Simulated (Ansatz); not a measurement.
Calculated with Ansatz (gas phase, PBE0-D4/def2-TZVP geometries, no zero-point term in ΔE). CBS: MP2 limit from def2 TZ/QZ plus the TZ coupled-cluster correction, frozen cores. DFT in def2-TZVPP. def2 core potentials past Kr. For Sb outer-core shells are correlated without core-valence functions, which leaves a few kJ/mol of doubt a bond. Each species was taken in one conformer, which may not be the lowest.

Consider the redistribution: `BCCBC` + `[OH][SbH][OH]` → `BCCBO` + `[CH3][SbH][OH]`.

`BCCBC`:

```xyz
15

B     1.765   -1.640    0.605
C     0.387   -1.128    0.128
C     0.620    0.397    0.298
B    -0.543    1.362   -0.113
C    -1.905    0.914   -0.710
H     2.682   -1.730   -0.162
H     1.976   -1.824    1.772
H    -0.460   -1.431    0.748
H     0.150   -1.340   -0.917
H     0.871    0.650    1.341
H     1.509    0.734   -0.260
H    -0.325    2.539    0.016
H    -2.142   -0.145   -0.596
H    -2.742    1.523   -0.358
H    -1.843    1.118   -1.791
```

`[OH][SbH][OH]`:

Z-matrix (Å, degrees):
```
Sb
O 1 1.962
O 1 1.962 2 98.8
H 1 1.708 2 90.7 3 90.8
H 2 0.960 1 111.6 3 103.5
H 3 0.960 1 111.6 2 -103.5
```

`BCCBO`:

```xyz
13

B     0.174   -0.921    2.052
C     0.592   -0.319    0.689
C    -0.499    0.104   -0.302
B     0.016    0.996   -1.487
O    -0.369    0.835   -2.774
H    -0.940   -0.783    2.477
H     0.983   -1.481    2.737
H     1.366   -0.926    0.203
H     1.161    0.576    1.016
H    -1.040   -0.781   -0.661
H    -1.249    0.700    0.238
H     0.786    1.899   -1.293
H    -0.981    0.102   -2.896
```

`[CH3][SbH][OH]`:

```xyz
8

C     0.047   -0.517    1.073
Sb   -0.355    1.123   -0.246
O     0.681    0.322   -1.728
H    -0.727   -0.579    1.839
H     1.017   -0.376    1.548
H     0.055   -1.433    0.482
H    -1.858    0.455   -0.746
H     1.140    1.005   -2.222
```

```json
{"level": "r2SCAN-D4", "ΔE (kcal/mol)": "-21.3", "difference from CCSD(T)/CBS": "1.3"}
{"level": "ωB97M-V", "ΔE (kcal/mol)": "-23.0", "difference from CCSD(T)/CBS": "-0.4"}
{"level": "PBE", "ΔE (kcal/mol)": "-21.6", "difference from CCSD(T)/CBS": "1.0"}
{"level": "PBE0", "ΔE (kcal/mol)": "-23.1", "difference from CCSD(T)/CBS": "-0.5"}
{"level": "HF/def2-TZVPP", "ΔE (kcal/mol)": "-25.5", "difference from CCSD(T)/CBS": "-2.9"}
{"level": "CCSD/def2-TZVPP", "ΔE (kcal/mol)": "-24.6", "difference from CCSD(T)/CBS": "-2.0"}
{"level": "CCSD(T)/def2-TZVPP", "ΔE (kcal/mol)": "-24.2", "difference from CCSD(T)/CBS": "-1.6"}
{"level": "HF/def2-QZVPP", "ΔE (kcal/mol)": "-24.7", "difference from CCSD(T)/CBS": "-2.1"}
{"level": "MP2/def2-QZVPP", "ΔE (kcal/mol)": "-22.6", "difference from CCSD(T)/CBS": "0.0"}
{"level": "CCSD/CBS(def2)", "ΔE (kcal/mol)": "-23.0", "difference from CCSD(T)/CBS": "-0.4"}
{"level": "CCSD(T)/CBS", "ΔE (kcal/mol)": "-22.6", "difference from CCSD(T)/CBS": "0"}
```

Largest T1 diagnostic among the species: 0.015.

From PBE to PBE0 (25 % exact exchange), in def2-TZVPP and without D4, ΔE moves by −1.6 kcal/mol. In def2-TZVPP, CCSD(T) changes the Hartree–Fock value by +1.3 kcal/mol (the triples alone add +0.4 kcal/mol) and MP2 by +1.7 kcal/mol.
